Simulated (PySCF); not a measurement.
C₂HCl₂, SMILES [CH]=C(Cl)Cl, multiplicity 2.

The structure is a stationary point at PBE0-D3(BJ)/def2-SVP. The isomer is the one that the SMILES or the coordinates give; other isomers of the formula were not compared.

Computed with PBE0-D3(BJ)/def2-SVP (PySCF).

Frequencies are harmonic and unscaled.

**Question.** Estimate the vibrational spectrum. (The exact figures need the calculation; the answer reports its results.)

**Answer.** 
```csv
mode,ν (cm⁻¹),IR (km/mol),moving atoms (share of kinetic energy)
1,293,0.9,"Cl 78 %, C 20 %"
2,340,4.8,"C 40 %, H 30 %, Cl 30 %"
3,467,3.7,"C 85 %, H 10 %"
4,601,36.1,"C 45 %, Cl 43 %, H 12 %"
5,636,49.0,"H 77 %, C 22 %"
6,703,18.0,"H 43 %, C 42 %, Cl 15 %"
7,892,180.9,"C 78 %, H 11 %, Cl 10 %"
8,1678,57.7,C 95 %
9,3336,29.8,"H 90 %, C 10 %"
```
